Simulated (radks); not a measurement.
Values are calculated unless marked as measured or tabulated.
Coulomb parameter of the 5d shell of neutral platinum in the model configuration [Xe] 4f14 5d9 6s1, as a second difference U = [E(n + 0.5) + E(n - 0.5) - 2 E(n)] / (0.5)^2 with all orbitals relaxed. "Bare": the charge of the atom changes with n. "Screened": the 6s shell takes up the change at fixed total charge, which measures U(5d,5d) + U(6s,6s) - 2 U(5d,6s). Code: a radial shooting solver on a logarithmic mesh with Libxc functionals. Model: scalar-relativistic Kohn-Sham, PBE, spin-unpolarised, spherical densities, finite nucleus; Fermi nuclear charge, rms radius 5.427 fm.

start: configuration [Xe] 4f14 5d9 6s1; E - E(n) (eV) 0.000
bare +0.5: configuration [Xe] 4f14 5d9.5 6s1; E - E(n) (eV) -1.952
bare -0.5: configuration [Xe] 4f14 5d8.5 6s1; E - E(n) (eV) 4.288
screened +0.5: configuration [Xe] 4f14 5d9.5 6s0.5; E - E(n) (eV) -0.126
screened -0.5: configuration [Xe] 4f14 5d8.5 6s1.5; E - E(n) (eV) 0.373

U(bare) = 9.345 eV, U(screened by 6s) = 0.990 eV, against the Slater integral F0(5d,5d) = 14.659 eV with frozen orbitals. The step up makes a negative ion, whose loosely bound charge lowers the bare value.
